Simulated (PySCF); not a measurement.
One of the candidates below gave these computed data.

All candidates are C7H6O.

| technique | computed result |
| --- | --- |
| NMR, other nuclei | isotropic shieldings of nuclei other than C and H, by class: -277 (1 O) ppm [GIAO PBE0/pcSseg-1] |
| 13C NMR | chemical shifts (computed TMS as zero) by class: 188.6 (1 C), 154.6 (2 C), 141.8 (2 C), 139.9 (2 C) ppm [GIAO PBE0/pcSseg-1] |
| UV, strongest line | among the 8 lowest singlet transitions: S7 at 6.21 eV (200 nm, f = 0.684) [TDDFT B3LYP/def2-SVPD] |
| Triplet | lowest triplet excitation (Tamm–Dancoff): 2.40 eV [TDA B3LYP/def2-SVPD] |
| Rotational structure | rotational constants A, B, C: 3.778, 2.046, 1.327 GHz [GFN2-xTB] |
| UV, first state | lowest singlet excitation: 3.31 eV (374 nm, f = 0.000) [TDDFT B3LYP/def2-SVPD] |

Electronic properties: PySCF, gas phase, density fitting. Levels stand in brackets. Isolated species at its GFN2-xTB geometry, gas phase. Each NMR value is the plain mean over a class of atoms that symmetry, rotation or inversion makes alike.

Task: Which candidate is it?
A. `C#CCc1ccco1`
B. `C#CC#CCC(C)=O`
C. `CC#Cc1ccco1`
D. `O=c1cccccc1`

Result: D. It is `O=c1cccccc1`. Numbering: `[O:1]=[c:2]1[cH:3][cH:4][cH:5][cH:6][cH:7][cH:8]1`. Its formula, C7H6O, gives 5 degrees of unsaturation: 1 ring and 4 π bonds in the structure found (Kekulé form). 7 carbons fall into 4 classes; from least to most shielded: ring carbonyl carbon [C2] (188.6 ppm), unsaturated ring CH carbon [C3/C8] (154.6 ppm, 2 C), unsaturated ring CH carbon [C5/C6] (141.8 ppm, 2 C), unsaturated ring CH carbon [C4/C7] (139.9 ppm, 2 C). The other shieldings belong to: -277 ppm, carbonyl oxygen [O1]. S1 is mainly HOMO−1→LUMO (weight 1.00); the largest Löwdin shares of the orbital it empties are 0.70 on the carbonyl oxygen, 0.11 on the ring carbonyl carbon and 0.07 on each of 2 atoms of one kind (unsaturated ring CH carbon), of the orbital it fills 0.17 on each of 2 atoms of one kind (unsaturated ring CH carbon) and 0.16 on each of 2 atoms of one kind (unsaturated ring CH carbon). The optimised geometry has point group C2v and is an asymmetric top.

The others, at the same levels:
- `C#CC#CCC(C)=O` fails: it has 7 carbon classes against 4; its computed 13C shifts are 205.9 (1 C), 78.6 (1 C), 75.9 (1 C), 74.2 (1 C), 73.6 (1 C), 37.4 (1 C), 30.3 (1 C) ppm, rotational constant A is 6.187 GHz (against 3.778 GHz) and smallest rotational constant is 0.788 GHz (against 1.327 GHz).
- `CC#Cc1ccco1` fails: it has 7 carbon classes against 4; its computed 13C shifts are 147.2 (1 C), 143.3 (1 C), 123.7 (1 C), 117.7 (1 C), 100.0 (1 C), 77.3 (1 C), 5.8 (1 C) ppm, rotational constant A is 8.812 GHz (against 3.778 GHz) and smallest rotational constant is 0.926 GHz (against 1.327 GHz).
- `C#CCc1ccco1` fails: it has 7 carbon classes against 4; its computed 13C shifts are 157.0 (1 C), 144.7 (1 C), 118.8 (1 C), 115.4 (1 C), 86.1 (1 C), 76.2 (1 C), 21.1 (1 C) ppm, rotational constant A is 5.564 GHz (against 3.778 GHz) and smallest rotational constant is 1.212 GHz (against 1.327 GHz).

Each candidate is one conformer, not necessarily the lowest. Dipoles, sizes and rotational constants follow the conformer. The torsions of the flexible species, by atom-mapped SMILES:
- `[CH:1]#[C:2][C:3]#[C:4][CH2:5][C:6]([CH3:7])=[O:8]`: C4–C5–C6–C7 -48°
- `[CH:1]#[C:2][CH2:3][c:4]1[cH:5][cH:6][cH:7][o:8]1`: C2–C3–C4–C5 65°
